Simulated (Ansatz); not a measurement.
Mulliken charges of `CO[Si](F)S` radical from r2SCAN/def2-TZVPP in Ansatz (PBE0-D4/def2-TZVP geometry).

```tsv
atom	x (Å)	y (Å)	z (Å)	charge (e)
C1	-0.040	-1.356	-0.737	0.015
O2	0.264	-0.782	0.518	-0.335
Si3	0.632	0.778	0.804	0.544
F4	0.819	0.854	2.385	-0.289
S5	-1.018	1.972	0.134	-0.250
H6	0.877	-1.613	-1.274	0.066
H7	-0.610	-2.268	-0.556	0.069
H8	-0.639	-0.681	-1.357	0.063
H9	-0.284	3.096	0.084	0.118
```

Problem. By hand: the dipole of these point charges (1 e Å = 4.8032 D).

Solution. Σ q r = (0.215, -0.015, -0.668) e Å, of length 0.702 e Å = 3.37 D.

Problem. How does the dipole of the full density compare? (An estimate is asked.)

Solution. Ansatz gave: (0.055, -0.031, -0.451) e Å, 2.19 D; the point charges give 1.54 times that, at 11° from its direction.

Point charges leave out the atoms' own dipoles, such as those of lone pairs, and Mulliken's split depends on the basis, so the two needn't agree.
